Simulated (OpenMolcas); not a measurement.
Multiconfigurational calculation on neutral barium

Input:

```
&GATEWAY
Coord
1

Ba 0.0 0.0 0.0
Basis=ANO-R3
Group=XYZ
NoMove
AngMom=0.0 0.0 0.0
AMFI
&SEWARD
&RASSCF
FileOrb=start.orb
Symmetry=1
Spin=3
nActEl=2 0 0
Inactive=15 12
Ras2=1 3
CIRoot=3 3 1
SDav=3
CIMx=300
Iter=120 100
PrWF=0.3
OrbListing=Nothing
MaxOrb=0
Atom
>>> COPY $Project.JobIph JOBPRE
&RASSCF
FileOrb=start.orb
Symmetry=1
Spin=1
nActEl=2 0 0
Inactive=15 12
Ras2=2 6
CIRoot=1 1 1
SDav=24
CIMx=300
Iter=120 100
PrWF=0.3
OrbListing=Nothing
MaxOrb=0
Atom
>>> COPY $Project.JobIph JOB001
&RASSCF
FileOrb=start.orb
Symmetry=2
Spin=3
nActEl=2 0 0
Inactive=15 12
Ras2=2 6
CIRoot=3 3 1
SDav=12
CIMx=300
Iter=120 100
PrWF=0.3
OrbListing=Nothing
MaxOrb=0
Atom
>>> COPY $Project.JobIph JOB002
&RASSI
NrOfJobIphs=2 1 3
1
1 2 3
IphNames
JOB001
JOB002
EJob
SpinOrbit
DIPRint=1.0
SOCoupling=1000.0
Subsets=2
MEES
Property=10
'ANGMOM' 1 'ANGMOM' 2 'ANGMOM' 3 'MLTPL  1' 1 'MLTPL  1' 2 'MLTPL  1' 3
'AMFI' 1 'AMFI' 2 'AMFI' 3 'MLTPL  2' 6
SOProperty=3
'ANGMOM' 1 'ANGMOM' 2 'ANGMOM' 3
```

Launched by
```bash
OMP_NUM_THREADS=1 MOLCAS_MEM=2252 MOLCAS_PROJECT=a pymolcas a.inp > a.log  # once for each step of the input, in one work folder
```

A driver script runs the steps one by one and writes start.orb anew before each from the orbitals found so far.

Output, cut to the results:

```
--- SEWARD ---
Basis set label: BA.ANO-R...9S7P4D3F2G1H.

      Electronic valence basis set:
      ------------------
      Associated Effective Charge  56.000000 au
      Associated Actual Charge     56.000000 au
      Nuclear Model: Finite nucleus - Gaussian distribution
        Gaussian exponent, Xi/bohr**(-2):  1.75650E+08

      Shell  nPrim  nBasis  Cartesian Spherical Contaminant
         s      24       9        X
         p      18       7        X
         d      12       4                 X
         f       6       3                 X
         g       4       2                 X
         h       2       1                 X
                  Relativistic X2C integrals
                  Atomic mean-field integrals
--- RASSCF ---
Wave function specifications:
      -----------------------------

      Number of closed shell electrons          54
      Number of electrons in active shells       2
      Max number of holes in RAS1 space          0
      Max nr of electrons in RAS3 space          0
      Number of inactive orbitals               27
      Number of active orbitals                  8
      Number of secondary orbitals              65
      Spin quantum number                      0.0
      State symmetry                             1
Orbital specifications:
      -----------------------

      Symmetry species                           1   2
                                                ag  au
      Frozen orbitals                            0   0
      Inactive orbitals                         15  12
      Active orbitals                            2   6
      RAS1 orbitals                              0   0
      RAS2 orbitals                              2   6
      RAS3 orbitals                              0   0
      Secondary orbitals                        30  35
      Deleted orbitals                           0   0
      Number of basis functions                 47  53
      Number of CSFs                            24
      Number of root(s) required                 1
      Iter CI   SX   CI       RASSCF       Energy    max ROT     max BLB   max BLB  Level Ln srch  Step   QN
          iter iter root      energy       change     param      element    value   shift minimum  type update
 Nr of preliminary CI iterations:   1
      Total energies have been shifted. Add                -8000.00 au
        1   1   14    1  -131.68370696    0.00E+00   3.86E-01*  16  18 1  1.19E-02*  0.00   0.00    SX    NO
        2   1   13    1  -131.68464564   -9.39E-04*  1.84E-01*  15  18 1  3.12E-03*  0.00   0.00    SX    NO
        3   1   13    1  -131.68481882   -1.73E-04* -7.32E-02    9  20 2  7.63E-04*  0.00   0.00    SX    NO
        4   1   12    1  -131.68484520   -2.64E-05*  3.19E-02   16  19 1  2.97E-04*  0.00   0.00    SX    NO
        5   1   12    1  -131.68485004   -4.84E-06*  2.26E-02   16  18 1  1.30E-04*  0.00   1.75    LS   YES
        6   1   10    1  -131.68485110   -1.05E-06*  4.35E-03    9  20 2  3.26E-04*  0.00   1.05    QN   YES
        7   1   10    1  -131.68485129   -1.97E-07*  5.25E-04    9  20 2 -8.75E-05   0.00   0.86    QN   YES
        8   1   10    1  -131.68485131   -1.43E-08*  1.34E-04   16  18 1  1.56E-05   0.00   1.15    QN   YES
        9   1    6    1  -131.68485131   -5.51E-10   9.01E-05   16  18 1  1.52E-06   0.00   1.09    QN   YES
      Convergence after  9 iterations
       10   1    6    1  -131.68485131   -3.09E-11   9.01E-05    9  20 2  3.91E-07   0.00   1.09    QN   YES
      Natural orbitals and occupation numbers for root  1
      sym 1:   1.861049   0.003170
      sym 2:   0.045236   0.045236   0.045236   0.000024   0.000024   0.000024
::    RASSCF root number  1 Total energy:  -8131.68485131
--- RASSCF ---
Wave function specifications:
      -----------------------------

      Number of closed shell electrons          54
      Number of electrons in active shells       2
      Max number of holes in RAS1 space          0
      Max nr of electrons in RAS3 space          0
      Number of inactive orbitals               27
      Number of active orbitals                  8
      Number of secondary orbitals              65
      Spin quantum number                      1.0
      State symmetry                             2
Orbital specifications:
      -----------------------

      Symmetry species                           1   2
                                                ag  au
      Frozen orbitals                            0   0
...
--- RASSI ---
SPIN-FREE ENERGIES:
  (Shifted by EMIN (a.u.) =      -8131.6848513081)

 SF State       Relative EMIN(au)   Rel lowest level(eV)    D:o, cm**(-1)      L_eff

     1             0.0000000000        0.0000000000              0.0000         0.0
     2             0.0779223865        2.1203761564          17101.9871         1.0
     3             0.0779223865        2.1203761564          17101.9871         1.0
     4             0.0779223865        2.1203761564          17101.9871         1.0
     Dipole printing threshold changed to   1.00000000E+00

++ Dipole transition strengths (spin-free states):
   -----------------------------------------------
     for osc. strength at least  1.00000000E+00

  ( Max oscillator strength is only    0.0000000000000000      )
--
Eigenvalues of complex Hamiltonian:
   -----------------------------------
  (Shifted by EMIN (a.u.) =      -8131.6848513081)

 SO State       Relative EMIN(au)   Rel lowest level(eV)    D:o, cm**(-1)     J-value

     1             0.0000000000        0.0000000000              0.0000         0.0
     2             0.0728283038        1.9817591034          15983.9651         0.0
     3             0.0753753451        2.0510676299          16542.9761         0.9
     4             0.0753753451        2.0510676299          16542.9761         0.7
     5             0.0753753451        2.0510676299          16542.9761         0.7
     6             0.0804694279        2.1896846828          17660.9980         1.2
     7             0.0804694279        2.1896846828          17660.9980         1.8
     8             0.0804694279        2.1896846828          17660.9980         1.1
     9             0.0804694279        2.1896846828          17660.9980         1.8
    10             0.0804694279        2.1896846828          17660.9980         1.8
Weights of the five most important spin-orbit-free states for each spin-orbit state.

...
```

The J values that RASSI prints are effective ones from its own formula and need not be integers or half-integers; the table below assigns J from the states.

Levels above the lowest, from the spin-orbit matrix, grouped by J:

```tsv
Configuration	Term	J	E (cm⁻¹)	Measured (cm⁻¹)	g	Term weight %
6s²	¹S	0	0.0	0.0		100
6s 6p	³P°	0	15984	12266		100
6s 6p	³P°	1	16543	12637	1.501	100
6s 6p	³P°	2	17661	13515	1.501	100
```

Against the 3 measured excited levels shown (NIST Handbook of Basic Atomic Spectroscopic Data) the mean absolute deviation is 3900 cm-1; the largest miss in energy is 6s 6p ³P°₂: computed 17661, measured 13515 cm⁻¹ (+30.7 %).

Active for correlation alone: 7p 7s; no level in the range computed is led by a configuration that fills them, so any true level of that kind is missing. The ANO-R sets hold no well-fitted valence p shell for this element, so s → p excitations can come out far too high. Computed and measured levels are paired by configuration, term and J; levels that our copy of the source lacks, or whose pairing is in doubt (as where it misses far off the trend of its configuration), stay unpaired and out of the deviations. Only configurations of the active space appear. The first state left out of the spin-orbit step lies near 26000 cm-1 above the lowest spin-free state of the reference (among the parities and spins computed), and the list stops at four fifths of that energy or lower.

The term weight is that of the spin-free term in the level, not the purity of its configuration. ° marks odd parity.
